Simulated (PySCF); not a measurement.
Be(F)(GeH3) (BeFGeH3), SMILES [F][Be][GeH3]. Coordinates come from a B3LYP-D3(BJ)/def2-TZVP optimisation.

These are B3LYP-D3(BJ)/def2-TZVP in PySCF 2.14.0 values and carry that method's errors.

Harmonic wavenumbers (cm⁻¹): 208, 208, 329, 461, 461, 805, 891, 891, 1322, 2109, 2111, 2111. Rotational constants (GHz): 81.99, 2.318, 2.318; symmetry number 3.

### Question
Work out the zero-point energy and the ideal-gas rigid-rotor harmonic-oscillator thermochemistry at 298.15 K and 1 atm.

### Answer
ZPE = ½ Σ hcν = ½ × 11907 cm⁻¹ = 71.22 kJ/mol. H − E(el) = 86.89 kJ/mol. Entropy in J/(mol K): translation 166.63, rotation 91.72, vibration 31.13, total 289.47. G − E(el) = 0.58 kJ/mol. Cp = 74.16 J/(mol K).
